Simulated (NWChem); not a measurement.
System: C3H3NOSi; SMILES C#C[SiH2]OC#N

The following NWChem deck was run.

```
start job
memory heap 200 mb stack 900 mb global 1100 mb
geometry units angstroms noautoz
  C      1.364370    -2.398877    -0.078120
  C      0.404974    -1.654077    -0.009509
  Si    -1.024526    -0.536691     0.106589
  O     -0.583174     1.002140    -0.511548
  C      0.324901     1.785117    -0.067106
  N      1.138504     2.522016     0.312776
  H      2.215621    -3.055496    -0.139456
  H     -1.443639    -0.356650     1.518745
  H     -2.129813    -0.951496    -0.784183
end
basis spherical
  C library 6-31g*
  Si library 6-31g*
  O library 6-31g*
  N library 6-31g*
  H library 6-31g*
end
dft
  xc xpbe96 cpbe96
  iterations 150
  mulliken
end
task dft energy
```

Output (shortened):

```
             Northwest Computational Chemistry Package (NWChem) 7.3.0
             --------------------------------------------------------

 C1  symmetry detected

                             Geometry "geometry" -> ""
                             -------------------------

 Output coordinates in angstroms (scale by  1.889725989 to convert to a.u.)

  No.       Tag          Charge          X              Y              Z
 ---- ---------------- ---------- -------------- -------------- --------------
    1 C                    6.0000     1.37929147    -2.39058037    -0.10753558
    2 C                    6.0000     0.41757096    -1.65387165     0.00304970
    3 Si                  14.0000    -1.01473844    -0.54837795     0.18158247
    4 O                    8.0000    -0.62160252     0.98700302    -0.47639565
    5 C                    6.0000     0.30085817     1.78351513    -0.08933414
    6 N                    7.0000     1.12604014     2.53231970     0.23876149
    7 H                    1.0000     2.23253939    -3.04002609    -0.20616181
    8 H                    1.0000    -1.36078369    -0.35545432     1.61171820
    9 H                    1.0000    -2.16120196    -0.98386901    -0.64495622

 Effective nuclear repulsion energy (a.u.)     235.2226573854

  pbe96 is a nonlocal functional; adding pw91lda local functional.

                                 NWChem DFT Module
                                 -----------------

 Summary of "ao basis" -> "ao basis" (spherical)
 ------------------------------------------------------------------------------
       Tag                 Description            Shells   Functions and Types
 ---------------- ------------------------------  ------  ---------------------
 C                           6-31g*                  6       14   3s2p1d
 Si                          6-31g*                  8       18   4s3p1d
 O                           6-31g*                  6       14   3s2p1d
 N                           6-31g*                  6       14   3s2p1d
 H                           6-31g*                  2        2   2s

            General Information
            -------------------
          SCF calculation type: DFT
          Wavefunction type:  closed shell.
          No. of atoms     :     9
          No. of electrons :    50
           Alpha electrons :    25
            Beta electrons :    25
          Charge           :     0
          Spin multiplicity:     1
          Use of symmetry is: off; symmetry adaption is: off
          Maximum number of iterations: 150
          AO basis - number of functions:    94
                     number of shells:    44
          Convergence on energy requested:  1.00D-06
          Convergence on density requested:  1.00D-05
          Convergence on gradient requested:  5.00D-04

              XC Information
              --------------
          PerdewBurkeErnzerhof Exchange Functional  1.000
            Perdew 1991 LDA Correlation Functional  1.000 local
           PerdewBurkeErnz. Correlation Functional  1.000 non-local

             Grid Information
             ----------------
          Grid used for XC integration:  medium
          Radial quadrature: Mura-Knowles
          Angular quadrature: Lebedev.
          Tag              B.-S. Rad. Rad. Pts. Rad. Cut. Ang. Pts.
          ---              ---------- --------- --------- ---------
          C                   0.70       49          12.0       434
          Si                  1.10       88          10.0       590
          O                   0.60       49          12.0       434
          N                   0.65       49          13.0       434
          H                   0.35       45          12.0       434
          Grid pruning is: on
          Number of quadrature shells:   468
          Spatial weights used:  Erf1

      Superposition of Atomic Density Guess
      -------------------------------------

 Sum of atomic energies:        -532.34085806

      Non-variational initial energy
      ------------------------------

 Total energy =    -534.827348
 1-e energy   =   -1197.681497
 2-e energy   =     427.631492
 HOMO         =      -0.336882
 LUMO         =      -0.005931

     ---------------------------------------------
      Total Density - Mulliken Population Analysis
     ---------------------------------------------

    Atom       Charge   Shell Charges
 -----------   ------   -------------------------------------------------------
    1 C    6     6.11   2.00  0.75  1.80  0.62  0.91  0.03
    2 C    6     6.35   2.00  0.75  1.94  0.77  0.87  0.02
    3 Si  14    13.13   2.00  2.00  5.97  0.92  1.45  0.26  0.36  0.18
    4 O    8     8.65   2.00  0.91  2.97  0.92  1.84  0.02
    5 C    6     4.95   2.00  0.69  1.48  0.28  0.41  0.09
    6 N    7     7.97   2.00  0.89  2.49  0.96  1.59  0.03
    7 H    1     0.72   0.42  0.30
    8 H    1     1.06   0.47  0.59
    9 H    1     1.06   0.47  0.59

   convergence    iter        energy       DeltaE   RMS-Dens  Diis-err
 ---------------- ----- ----------------- --------- --------- ---------
 d= 0,ls=0.0,diis     1   -534.8954871057 -7.70D+02  2.28D-02  1.26D+00
 d= 0,ls=0.0,diis     2   -534.0787814774  8.17D-01  1.89D-02  7.77D+00
 d= 0,ls=0.0,diis     3   -535.0071815453 -9.28D-01  4.90D-03  4.47D-01
 d= 0,ls=0.0,diis     4   -535.0411143316 -3.39D-02  2.48D-03  1.38D-01
 d= 0,ls=0.0,diis     5   -535.0508359846 -9.72D-03  1.47D-03  3.06D-02
  Resetting Diis
 d= 0,ls=0.0,diis     6   -535.0537895624 -2.95D-03  5.78D-04  1.03D-02
 d= 0,ls=0.0,diis     7   -535.0550777920 -1.29D-03  2.45D-04  1.46D-04
 d= 0,ls=0.0,diis     8   -535.0550561539  2.16D-05  1.40D-04  3.38D-04
 d= 0,ls=0.0,diis     9   -535.0550947151 -3.86D-05  3.78D-05  2.87D-05
 d= 0,ls=0.0,diis    10   -535.0550978391 -3.12D-06  1.26D-05  4.67D-06
 d= 0,ls=0.0,diis    11   -535.0550983906 -5.52D-07  2.61D-06  1.17D-07

         Total DFT energy =     -535.055098390626
      One electron energy =    -1200.678054221858
           Coulomb energy =      483.677722919058
    Exchange-Corr. energy =      -53.277424473262
 Nuclear repulsion energy =      235.222657385437

 Numeric. integr. density =       49.999989665009

                       DFT Final Molecular Orbital Analysis
                       ------------------------------------

 Vector   23  Occ=2.000000D+00  E=-2.762265D-01
              MO Center=  6.7D-01, -1.8D+00, -1.0D-02, r^2= 2.4D+00
   Bfn.  Coefficient  Atom+Function         Bfn.  Coefficient  Atom+Function
  ----- ------------  ---------------      ----- ------------  ---------------
     5      0.358679  1 C  pz                19      0.348506  2 C  pz
     9      0.212263  1 C  pz                23      0.195152  2 C  pz
    94      0.157324  9 H  s                 92     -0.148901  8 H  s
     3      0.142673  1 C  px                17      0.134641  2 C  px
     4      0.130397  1 C  py                18      0.128822  2 C  py

 Vector   24  Occ=2.000000D+00  E=-2.622279D-01
              MO Center=  5.2D-01,  1.7D+00,  3.2D-03, r^2= 2.8D+00
   Bfn.  Coefficient  Atom+Function         Bfn.  Coefficient  Atom+Function
  ----- ------------  ---------------      ----- ------------  ---------------
    79     -0.306572  6 N  pz                78      0.289364  6 N  py
    65     -0.238105  5 C  pz                51      0.226833  4 O  pz
    64      0.188950  5 C  py                83     -0.188652  6 N  pz
    82      0.173783  6 N  py                55      0.168405  4 O  pz
    50     -0.153486  4 O  py                49      0.126410  4 O  px

 Vector   25  Occ=2.000000D+00  E=-2.526367D-01
              MO Center=  4.7D-01,  1.9D+00,  9.2D-03, r^2= 2.1D+00
   Bfn.  Coefficient  Atom+Function         Bfn.  Coefficient  Atom+Function
  ----- ------------  ---------------      ----- ------------  ---------------
    77      0.288716  6 N  px                79     -0.289223  6 N  pz
    51      0.228859  4 O  pz                49     -0.219987  4 O  px
    65     -0.194301  5 C  pz                63      0.189040  5 C  px
    78     -0.186328  6 N  py                55      0.183297  4 O  pz
    81      0.176133  6 N  px                83     -0.176810  6 N  pz

 Vector   26  Occ=0.000000D+00  E=-7.929072D-02
              MO Center= -5.1D-02, -1.2D+00,  8.4D-02, r^2= 4.3D+00
   Bfn.  Coefficient  Atom+Function         Bfn.  Coefficient  Atom+Function
  ----- ------------  ---------------      ----- ------------  ---------------
    40      0.539361  3 Si py                36      0.334916  3 Si py
     8     -0.309920  1 C  py                52     -0.304720  4 O  s
     4     -0.274717  1 C  py                80     -0.255996  6 N  s
     7     -0.217904  1 C  px                 3     -0.194729  1 C  px
    22      0.187997  2 C  py                39      0.188853  3 Si px

 Vector   27  Occ=0.000000D+00  E=-4.900957D-02
              MO Center=  4.8D-01, -1.7D+00, -1.9D-03, r^2= 3.2D+00
   Bfn.  Coefficient  Atom+Function         Bfn.  Coefficient  Atom+Function
  ----- ------------  ---------------      ----- ------------  ---------------
     9      0.508884  1 C  pz                23     -0.418662  2 C  pz
    92      0.391821  8 H  s                  5      0.389722  1 C  pz
    94     -0.378460  9 H  s                 41     -0.329006  3 Si pz
    19     -0.295093  2 C  pz                37     -0.234598  3 Si pz
     7      0.156807  1 C  px                21     -0.134750  2 C  px

 Vector   28  Occ=0.000000D+00  E= 9.947880D-03
              MO Center= -8.3D-01, -1.1D-01,  1.7D-01, r^2= 5.5D+00
   Bfn.  Coefficient  Atom+Function         Bfn.  Coefficient  Atom+Function
  ----- ------------  ---------------      ----- ------------  ---------------
    39      0.769739  3 Si px                40     -0.697182  3 Si py
    20     -0.548225  2 C  s                 21      0.459792  2 C  px
    92      0.424068  8 H  s                 94      0.387635  9 H  s
    35      0.332221  3 Si px                 8     -0.285813  1 C  py
    36     -0.256920  3 Si py                90     -0.246306  7 H  s

     ---------------------------------------------
      Total Density - Mulliken Population Analysis
     ---------------------------------------------

    Atom       Charge   Shell Charges
 -----------   ------   -------------------------------------------------------
    1 C    6     6.11   2.00  0.70  1.96  0.59  0.84  0.02
    2 C    6     6.13   2.00  0.68  2.00  0.76  0.67  0.02
    3 Si  14    13.52   2.00  2.00  5.96  1.01  1.85  0.19  0.27  0.25
    4 O    8     8.47   2.00  0.89  2.95  0.95  1.66  0.02
    5 C    6     5.62   2.00  0.68  2.03  0.21  0.62  0.08
    6 N    7     7.31   2.00  0.85  2.26  0.89  1.27  0.04
    7 H    1     0.78   0.51  0.28
    8 H    1     1.03   0.50  0.53
    9 H    1     1.03   0.50  0.53

     -------------------------------------------
      Total Density - Lowdin Population Analysis
     -------------------------------------------

    Atom       Charge   Shell Charges
 -----------   ------   -------------------------------------------------------
    1 C    6     6.09   1.99  0.57  1.77  0.46  1.25  0.04
    2 C    6     6.21   1.99  0.57  1.80  0.47  1.35  0.04
    3 Si  14    13.51   2.00  1.97  5.88  0.66  1.61  0.35  0.71  0.33
    4 O    8     8.19   1.99  0.83  2.78  0.63  1.90  0.06
    5 C    6     5.99   1.98  0.52  1.80  0.34  1.14  0.20
    6 N    7     7.16   1.99  0.76  2.12  0.68  1.53  0.07
    7 H    1     0.82   0.46  0.36
    8 H    1     1.02   0.49  0.52
    9 H    1     1.01   0.49  0.52

     Multipole analysis of the density
     ---------------------------------

     L   x y z        total         alpha         beta         nuclear
     -   - - -        -----         -----         ----         -------
     0   0 0 0      0.000000    -25.000000    -25.000000     50.000000

     1   1 0 0     -0.657491     -0.328745     -0.328745      0.000000
     1   0 1 0     -1.783108     -0.891554     -0.891554      0.000000
     1   0 0 1     -0.055373     -0.027687     -0.027687      0.000000

     2   2 0 0    -28.299360   -105.021329   -105.021329    181.743299
     2   1 1 0     -6.545696      0.373597      0.373597     -7.292889
     2   1 0 1     -1.365766      0.445124      0.445124     -2.256015
     2   0 2 0    -33.576264   -261.432135   -261.432135    489.288005
     2   0 1 1     -0.656882     -0.902037     -0.902037      1.147192
     2   0 0 2    -30.665881    -25.777789    -25.777789     20.889698
```

Level: PBE/6-31G* (spherical d). The geometry was optimised at PBE0/def2-SVP.
